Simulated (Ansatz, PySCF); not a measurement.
System: sum formula NaOH (charge 0, singlet). 
Structure (B3LYP-D3(BJ)/def2-TZVP (Ansatz, a first-principles code) minimum search):
```
O
H 1 0.9542
Na 1 1.9323 2 180.00
```
Charge 0, spin multiplicity 1.

Total electronic energies in hartree. Valence correlation only, unless marked. No spin-orbit coupling. No relativistic terms. CBS(X,Y): correlation extrapolated as X^-3; Hartree-Fock from the larger set. The bracket is a focal-point correction in the basis named.

```
level                                                               program  energy (Eh)
-----------------------------------------------------------  --------------  -----------
HF/def2-SVP                                                          Ansatz   -237.17440
HF-D3(BJ)/def2-TZVPD                                          PySCF + dftd3   -237.34249
RI-HF/def2-QZVPPD                                                    Ansatz   -237.34662
SVWN5/def2-TZVPD                                                     Ansatz   -236.77894
PBE/def2-TZVPD                                                       Ansatz   -237.96818
TPSS-D3(BJ)/def2-TZVPD                                        PySCF + dftd3   -238.18409
M06-L-D4/def2-TZVPD                                           PySCF + dftd4   -238.14475
B3LYP-D4/def2-TZVPD                                          Ansatz + dftd4   -238.18190
PBE0/6-31G*                                                          Ansatz   -237.91007
PBE0-D3(BJ)/def2-TZVPD                                       Ansatz + dftd3   -237.97924
PBE0-D4/def2-TZVPD                                           Ansatz + dftd4   -237.97918
TPSSh/def2-TZVPD                                                      PySCF   -238.16655
PW6B95-D4/def2-TZVPD                                          PySCF + dftd4   -238.41495
MN15/def2-TZVPD                                                       PySCF   -238.00598
RPA@PBE/def2-TZVPP                                                   Ansatz   -237.72053
RPA@PBE/def2-QZVPP                                                   Ansatz   -237.77149
MP2/def2-SVP                                                         Ansatz   -237.38125
RI-MP2/def2-QZVPP                                                    Ansatz   -237.63889
CCSD(T)/6-31G                                                        Ansatz   -237.39921
CCSD(T)/def2-TZVPP                                                   Ansatz   -237.61218
RI-MP2/CBS(def2-TZVPPD,def2-QZVPPD)+[CCSD(T)-MP2]/def2-SVPD          Ansatz    -237.6636
RI-MP2/CBS(def2-TZVPP,def2-QZVPP)+[CCSD(T)-MP2]/def2-QZVPP           Ansatz    -237.6639
CCSD(T)/CBS(def2-TZVPPD,def2-QZVPPD)                                 Ansatz    -237.6621
```

Totals of different functionals don't rank their quality; only differences between species are comparable.
